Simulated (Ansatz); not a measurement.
C₃H₉BS (`CBCSC`), relaxed with RKS PBE0-D4/def2-TZVP in Ansatz 0.2.0 from a PBE-D4/def2-SVP geometry. The force threshold is 0.005 eV/Å; the program also tests the step.

The species carries charge 0 and has multiplicity 1.

Start:

```xyz
14

C     1.376    1.443    1.371
B    -0.085    1.410    0.825
C    -0.665    0.258   -0.075
S     0.417   -1.185   -0.314
C    -0.564   -2.126   -1.522
H     1.753    2.445    1.654
H     2.109    0.914    0.728
H     1.332    0.846    2.317
H    -0.871    2.306    1.102
H    -1.671   -0.048    0.297
H    -0.870    0.757   -1.057
H    -0.002   -3.054   -1.747
H    -0.701   -1.559   -2.466
H    -1.557   -2.405   -1.113
```

```
         step  energy (eV)  largest force (eV/Å)  largest move (Å)
            1  -14762.5666                 0.565             0.000
            2  -14762.6204                 0.209             0.031
            3  -14762.6266                 0.062             0.019
 4 (rejected)  -14762.6266                 0.045             0.027
            5  -14762.6270                 0.019             0.013
            6  -14762.6274                 0.029             0.035
            7  -14762.6275                 0.035             0.030
            8  -14762.6276                 0.030             0.028
            9  -14762.6277                 0.024             0.009
10 (rejected)  -14762.6277                 0.040             0.009
           11  -14762.6278                 0.008             0.005
           12  -14762.6278                 0.003             0.004
```

End:

```xyz
14

C     1.359    1.415    1.395
B    -0.069    1.407    0.788
C    -0.640    0.273   -0.124
S     0.459   -1.116   -0.421
C    -0.569   -2.109   -1.509
H     1.732    2.406    1.659
H     2.104    0.875    0.805
H     1.269    0.858    2.342
H    -0.837    2.297    1.043
H    -1.590   -0.074    0.305
H    -0.916    0.750   -1.077
H    -0.001   -3.004   -1.765
H    -0.806   -1.569   -2.428
H    -1.494   -2.410   -1.013
```

It took 48 s on 4 threads of a server CPU on a shared host, with 0.58 GiB of host memory at the peak.
